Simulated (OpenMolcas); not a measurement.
**Au VII: effect of the IPEA shift**

```yaml
Program: OpenMolcas
Basis: ANO-RCC-VTZP [8s7p5d3f1g]
Scalar_Hamiltonian: DKH2, point nucleus
Active_space: 5 electrons in 5 orbitals (5d)
State_averaging: 2S+1 = 6 even, 1 root; 2S+1 = 4 even, 24 roots kept (CI in the orbitals of an earlier block); 2S+1 = 2 even, 75 roots kept (CI in the orbitals of an earlier block)
Spin-orbit_coupling: RASSI with atomic mean-field integrals over the reference wave functions, term energies averaged over their components
```

Methods on the same reference wave functions:
A. CASSCF
B. MS-CASPT2, IPEA 0 Eh, imaginary shift 0.1 Eh (closed shells correlated: 5s 5p)
C. MS-CASPT2, IPEA 0.25 Eh, imaginary shift 0.1 Eh (closed shells correlated: 5s 5p)

Energies in cm-1 above 5d5 6S 5/2.

| Level | A | B | C |
| --- | --- | --- | --- |
| 5d5 6S 5/2 [74 %] | 0.0 | 0.0 | 0.0 |
| 5d5 4G 7/2 [54 %] | 30998 | 27700 | 27840 |
| 5d5 4G 11/2 [68 %] | 32632 | 29880 | 30030 |
| 5d5 4G 9/2 [73 %] | 34598 | 31640 | 31760 |
| 5d5 4P 1/2 [59 %] | 37523 | 33510 | 33740 |
| 5d5 2I 11/2 [67 %] | 48304 | 45400 | 45640 |
| 5d5 4D 1/2 [68 %] | 49645 | 45450 | 45620 |
| 5d5 2I 13/2 | 53397 | 50500 | 50770 |
| 5d5 2H 9/2 [51 %] | 62443 | 57840 | 58130 |
| 5d5 2G 7/2(1) [57 %] | 65237 | 59140 | 59680 |
| 5d5 2F 7/2(1) [54 %] | 70743 | 65270 | 65760 |
| 5d5 2S 1/2 [73 %] | 74941 | 66450 | 67260 |
| 5d5 2H 11/2 [67 %] | 75953 | 72210 | 72570 |
| 5d5 2D 3/2(2) [69 %] | 83643 | 75780 | 76360 |
| 5d5 2G 9/2(2) | 92428 | 84130 | 84700 |
| 5d5 2G 7/2(2) [74 %] | 96392 | 88160 | 88750 |
| 5d5 2P 3/2 | 104579 | 92220 | 92990 |
| 5d5 2P 1/2 | 112180 | 100120 | 100940 |
| 5d5 2D 5/2(3) | 120386 | 108910 | 109400 |
| 5d5 2D 3/2(3) [74 %] | 124559 | 112580 | 113140 |

Between B and C the level of the table that moves most is 5d5 2P 1/2, by 820 cm-1 (lowest in B, highest in C). Moves below CASPT2's spread within the term are not significant.

From A to B the spin-free energies of the other terms of 5d5 shown, above 6S, scale by factors of 0.86 to 0.91, as is usual when dynamic correlation screens the repulsion within a d or f shell.

The lowest spin-free term lies below A's lowest term by 0.273 hartree in B, 0.264 hartree in C.

CASPT2 breaks the degeneracy within a term, and the mean is taken; among the terms shown or strongly mixed into the levels shown the widest spread is 510 cm-1 (5d5 4F, C). Terms from blocks run as CI alone lack orbitals of their own. Without dynamic correlation excited terms often stand tens of per cent too high (terms of higher spin than the ground term too low), and those without a measured partner can miss by more than the paired ones (holds for A). Blocks of more than 70 roots (2S+1 = 2 even) ran without multistate coupling (holds for B; C). Only configurations of the active space appear. The table leaves out levels that lie high or whose names do not pair safely across all columns.

A share in square brackets marks a mixed level and gives the weight of the term that names it, the lowest over the columns. A number in round brackets counts repeated terms of one configuration in the order of the reference energies.
